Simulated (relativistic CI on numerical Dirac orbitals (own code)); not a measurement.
Method of calculation: Dirac-Coulomb-Breit CI, orbitals from a KLI potential per configuration, model QED, unscaled Slater integrals (own radial code, finite nucleus).

Configurations in the expansion (outside the closed core [Ne]): 3s2.3p6.3d7, 3s2.3p5.3d8, 3s2.3p4.3d9, 3s.3p6.3d8, 3p6.3d9, 3s2.3p6.3d6.4s, 3s.3p5.3d9, 3s2.3p6.3d6.4p, 3s2.3p6.3d6.4d, 3s2.3p6.3d6.4f, 3s2.3p6.3d5.4s2, 3s2.3p5.3d7.4s, 3s2.3p4.3d8.4s, 3s2.3p6.3d5.4s.4p, 3s2.3p4.3d8.4p, 3s2.3p5.3d7.4p, 3s2.3p6.3d6.5s, 3s2.3p6.3d5.4p2, 3s2.3p6.3d6.5p, 3s2.3p6.3d5.4s.4d, 3s2.3p4.3d8.4d, 3s.3p5.3d8.4s, 3s2.3p6.3d6.5d, 3s2.3p6.3d5.4p.4d, 3s.3p6.3d7.4s, 3s2.3p6.3d6.5f, 3s.3p5.3d8.4p, 3s2.3p5.3d6.4s2, 3s2.3p6.3d6.5g, 3s2.3p6.3d6.6s, 3s.3p6.3d7.4p, 3s2.3p6.3d6.6p, 3p6.3d8.4s, 3s2.3p6.3d6.6d. Levels of other configurations are missing.

At this charge energies of transitions that change n are usually good to better than 1 %, and those within a shell (Δn = 0) to a few per cent. Terms inside the open d or f shell come out 10 to 20 % too wide with unscaled integrals.

Outline of the computed level scheme of Tc XIX. Lowest level of each configuration: 3s2.3p6.3d7 4F_9/2 at 0.000 eV; 3s2.3p5.3d8 4G°_11/2 at 155.531 eV.

Some strong electric-dipole decays among the lowest 45 levels: 3s2.3p5.3d8 4P°_3/2 → 3s2.3p6.3d7 4F_5/2 (2.3e+11 s⁻¹); 3s2.3p5.3d8 4F°_9/2 → 3s2.3p6.3d7 4F_9/2 (2.1e+11 s⁻¹); 3s2.3p5.3d8 4D°_5/2 → 3s2.3p6.3d7 4F_5/2 (1.9e+11 s⁻¹); 3s2.3p5.3d8 4D°_7/2 → 3s2.3p6.3d7 4F_9/2 (1.9e+11 s⁻¹); 3s2.3p5.3d8 4F°_5/2 → 3s2.3p6.3d7 4F_7/2 (1.7e+11 s⁻¹); 3s2.3p5.3d8 4D°_7/2 → 3s2.3p6.3d7 4F_7/2 (1.5e+11 s⁻¹); 3s2.3p5.3d8 4G°_5/2 → 3s2.3p6.3d7 4F_7/2 (1.5e+11 s⁻¹); 3s2.3p5.3d8 4D°_1/2 → 3s2.3p6.3d7 4F_3/2 (1.5e+11 s⁻¹).

LS names give the leading component of a level, which can be under half, so a name can repeat, a term be missing and a line seem to break the LS rules.
